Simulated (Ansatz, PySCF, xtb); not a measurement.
Stretching the Cd1–H2 bond in BrCdH (SMILES [Br][CdH]) (multiplicity 1 held, fragments rigid). Energies count from the point at 1.659 Å.
Geometry at that point (charge 0, multiplicity 1):
```xyz
3

Cd     0.0000     0.0000    -0.9978
H      0.0000     0.0000    -2.6564
Br     0.0000     0.0000     1.4443
```

R- and RO- levels are restricted; in cc, def2 and unpolarised 6-31G sets they are followed outwards from rest. Unrestricted levels (U-) break spin symmetry where that is lower. Levels need not reach the same state.

Rows in 3-21G carry no dispersion term and start afresh at each structure; the Pople sets are all-electron and without relativity.

Codes used: Ansatz (Gaussian orbitals); PySCF for 3-21G rows; xtb for the GFN methods.  In def2 rows elements past Kr take small-core potentials, without spin–orbit coupling. The GFN methods have no spin term and hold the electronic entropy of 300 K.

One of these levels gives 136.42 kcal/mol for the energy at R = 5.308 Å. Which one is it?
A) GFN2-xTB
B) U-PBE/def2-TZVPP
C) R-PBE/def2-TZVPP
D) R-HF/3-21G

D, R-HF/3-21G. The others give 87.99 (GFN2-xTB), 96.26 (R-PBE/def2-TZVPP), 70.19 (U-PBE/def2-TZVPP)

Doubts at one or more of the structures used: a restricted determinant that unrestricted orbitals would lower (R-HF/3-21G, R-PBE/def2-TZVPP); a spin-contaminated determinant (U-PBE/def2-TZVPP).

Ansatz is a quantum-chemistry and plane-wave program.
